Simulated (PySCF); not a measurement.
Nuclear quadrupole coupling in `C=C(C)C[SiH2]O/C=C/F`

Compound: C₆H₁₁FOSi.
Geometry (GFN2-xTB, Å), atoms numbered from 1 in this order:
```
atom  x, y, z in Å
C1    -2.7713    1.1565   -0.6625
C2    -2.0771    0.2579    0.0179
C3    -2.5521   -1.1518    0.1903
C4    -0.7581    0.5749    0.6437
Si5    0.6901   -0.1306   -0.3593
O6     1.9691    0.5139    0.4360
C7     3.2844    0.3885    0.2421
C8     3.8525   -0.3299   -0.7121
F9     5.1934   -0.3893   -0.8177
H10   -3.7158    0.9194   -1.1219
H11   -2.4238    2.1680   -0.7864
H12   -1.8554   -1.8402   -0.2857
H13   -3.5362   -1.2900   -0.2496
H14   -2.6028   -1.4094    1.2476
H15   -0.6403    1.6560    0.7268
H16   -0.7280    0.1669    1.6559
H17    0.6711    0.3120   -1.7547
H18    0.7695   -1.5947   -0.3145
H19    3.8851    0.9419    0.9539
H20    3.3403   -0.9091   -1.4624
```

Field gradients from the PBE0/pcSseg-1 density (PySCF, non-relativistic), principal values in atomic units, ordered |Vxx| ≤ |Vyy| ≤ |Vzz|:

```tsv
atom	Vxx	Vyy	Vzz
O6	-0.6764	-0.9561	1.6324
```

Task: Find the asymmetry η = (Vxx − Vyy)/Vzz and the couplings χ = eQV/h (234.96 MHz × Q in barn × V in au), with Q(17O) = −0.0256 b.

Result: 
```
atom         environment  nucleus     η  χzz (MHz)  χxx (MHz)  χyy (MHz)
  O6  silyl ether oxygen      17O  0.17      -9.82       4.07       5.75
```

The tensor is traceless: Vxx + Vyy + Vzz = 0.

Task: What is Vzz at O6 in SI units (1 au = 9.71736 × 10²¹ V/m²)?

Result: 1.6324 au = 15.863 × 10²¹ V/m².

Task: And the gradient at the other heavy atoms, for which no coupling is worked out here?

Result: 
```csv
atom,environment,Vzz (au),η
C1,terminal =CH2 carbon,0.223,0.49
C2,fully substituted alkene carbon,0.320,0.67
C3,allylic carbon,0.046,0.90
C4,sp3 carbon bound to silicon,0.052,0.69
Si5,oxygen-bound silicon,0.581,0.11
C7,vinylic carbon bearing oxygen,-0.317,0.50
C8,vinylic C–F carbon,0.455,0.53
F9,vinyl fluorine,3.067,0.06
```

Task: What couplings would deuterons (Q(2H) = 0.00286 b) have in place of the hydrogens, at this geometry?

Result: 
| atom | bonded to | bond length (Å) | Vzz (au) | η | χzz (kHz) |
| --- | --- | --- | --- | --- | --- |
| H10 | C1 | 1.077 | 0.3394 | 0.07 | 228 |
| H11 | C1 | 1.077 | 0.3391 | 0.07 | 228 |
| H12 | C3 | 1.089 | 0.3118 | 0.04 | 210 |
| H13 | C3 | 1.087 | 0.3154 | 0.03 | 212 |
| H14 | C3 | 1.089 | 0.3114 | 0.03 | 209 |
| H15 | C4 | 1.091 | 0.3108 | 0.03 | 209 |
| H16 | C4 | 1.092 | 0.3100 | 0.04 | 208 |
| H17 | Si5 | 1.464 | 0.1581 | 0.02 | 106 |
| H18 | Si5 | 1.467 | 0.1558 | 0.04 | 105 |
| H19 | C7 | 1.083 | 0.3156 | 0.11 | 212 |
| H20 | C8 | 1.077 | 0.3272 | 0.15 | 220 |

The structure is a single GFN2-xTB conformer in the gas phase; no vibrational or solvent corrections. GFN2-xTB bond lengths can be off by several hundredths of an ångström, more for odd bonds, and the gradients follow them. These gradients aren't converged with respect to the basis.
